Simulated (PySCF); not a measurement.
**CdIn: script and output**

Input:

```python
from pyscf import gto, dft

mol = gto.M(
    atom='Cd 0 0 0; In 0 0 2.511',
    basis='def2-svp',
    ecp={'Cd': 'def2-svp', 'In': 'def2-svp'},
    charge=0,
    spin=1,
    verbose=4,
)
mf = dft.UKS(mol, xc='b3lyp5')
mf.kernel()
mf.dip_moment()
print('orbital energies (hartree):', [e[max(0, n-3):n+3].round(4) for e, n in zip(mf.mo_energy, mol.nelec)])
```

```bash
$ OMP_NUM_THREADS=1 python input.py
```

Output (some set-up lines and the per-cycle HOMO/LUMO lines with their warnings removed):

```
PySCF version 2.14.0

[INPUT] verbose = 4
[INPUT] num. atoms = 2
[INPUT] num. electrons = 41
[INPUT] charge = 0
[INPUT] spin (= nelec alpha-beta = 2S) = 1
[INPUT] symmetry False subgroup None
[INPUT] Mole.unit = angstrom
[INPUT] Symbol           X                Y                Z      unit          X                Y                Z       unit  Magmom
[INPUT]  1 Cd     0.000000000000   0.000000000000   0.000000000000 AA    0.000000000000   0.000000000000   0.000000000000 Bohr   0.0
[INPUT]  2 In     0.000000000000   0.000000000000   2.511000000000 AA    0.000000000000   0.000000000000   4.745102298783 Bohr   0.0

nuclear repulsion = 88.5123172387097
number of shells = 21
number of NR pGTOs = 118
number of NR cGTOs = 57
basis = def2-svp
ecp = {'Cd': 'def2-svp', 'In': 'def2-svp'}

******** <class 'pyscf.dft.uks.UKS'> ********
method = UKS
initial guess = minao
damping factor = 0
level_shift factor = 0
DIIS = <class 'pyscf.scf.diis.CDIIS'>
diis_start_cycle = 1
diis_space = 8
diis_damp = 0
SCF conv_tol = 1e-09
SCF conv_tol_grad = None
SCF max_cycles = 50
direct_scf = True
direct_scf_tol = 1e-13
number electrons alpha = 21  beta = 20
XC library pyscf.dft.libxc version 7.0.0
    S. Lehtola, C. Steigemann, M. J.T. Oliveira, and M. A.L. Marques.,  SoftwareX 7, 1–5 (2018)
XC functionals = b3lyp5
    P. A. M. Dirac.,  Math. Proc. Cambridge Philos. Soc. 26, 376 (1930)
    F. Bloch.,  Z. Phys. 57, 545 (1929)
    A. D. Becke.,  Phys. Rev. A 38, 3098 (1988)
    C. Lee, W. Yang, and R. G. Parr.,  Phys. Rev. B 37, 785 (1988)
    B. Miehlich, A. Savin, H. Stoll, and H. Preuss.,  Chem. Phys. Lett. 157, 200 (1989)
    S. H. Vosko, L. Wilk, and M. Nusair.,  Can. J. Phys. 58, 1200 (1980)
radial grids:
    Treutler-Ahlrichs [JCP 102, 346 (1995); DOI:10.1063/1.469408] (M4) radial grids

becke partition: Becke, JCP 88, 2547 (1988); DOI:10.1063/1.454033
pruning grids: <function nwchem_prune>
grids dens level: 3
symmetrized grids: False
atomic radii adjust function: <function treutler_atomic_radii_adjust>
small_rho_cutoff = 0
Set gradient conv threshold to 3.16228e-05
tot grids = 44264
init E= -322.582796179243

cycle= 1 E= -356.534766198078  delta_E=  -34  |g|= 1.63  |ddm|= 9.55

cycle= 2 E= -352.68913356101  delta_E= 3.85  |g|= 3.74  |ddm|= 7.72
cycle= 3 E= -357.605964689051  delta_E= -4.92  |g|= 0.598  |ddm|= 5.78
cycle= 4 E= -357.680307016836  delta_E= -0.0743  |g|= 0.437  |ddm|= 1.64
cycle= 5 E= -357.81796154751  delta_E= -0.138  |g|= 0.0487  |ddm|= 0.837
cycle= 6 E= -357.819018107194  delta_E= -0.00106  |g|= 0.0177  |ddm|= 0.0891
cycle= 7 E= -357.819181493357  delta_E= -0.000163  |g|= 0.00162  |ddm|= 0.0312
cycle= 8 E= -357.819185870543  delta_E= -4.38e-06  |g|= 0.000775  |ddm|= 0.00799
cycle= 9 E= -357.819187071272  delta_E= -1.2e-06  |g|= 0.000223  |ddm|= 0.00357
cycle= 10 E= -357.819187226201  delta_E= -1.55e-07  |g|= 6.87e-05  |ddm|= 0.0014
cycle= 11 E= -357.819187250316  delta_E= -2.41e-08  |g|= 2.44e-05  |ddm|= 0.000555
cycle= 12 E= -357.819187253775  delta_E= -3.46e-09  |g|= 8.42e-06  |ddm|= 0.000241
cycle= 13 E= -357.81918725399  delta_E= -2.15e-10  |g|= 7.34e-07  |ddm|= 6.47e-05
Extra cycle  E= -357.819187253992  delta_E= -2.56e-12  |g|= 8.04e-07  |ddm|= 5.66e-06
converged SCF energy = -357.819187253992  <S^2> = 0.75167502  2S+1 = 2.0016743
Dipole moment(X, Y, Z, Debye):  0.00000,  0.00000, -0.39958
orbital energies (hartree): [array([-0.3693, -0.2263, -0.1341, -0.0925, -0.0718, -0.008 ]), array([-0.5147, -0.3533, -0.2198, -0.088 , -0.0717, -0.0681])]
```

In short: E(SCF) = -357.819187 Eh, 13 cycles, ⟨S²⟩ = 0.752, μz(SCF) = -0.40 D.

Hardware: Intel Xeon Platinum 8375C @ 2.90GHz, 1 thread, shared host. Wall time 4.6 s, peak memory 0.22 GiB.

The bond length is a typed value, not an optimised one. No search for the lowest solution was made.
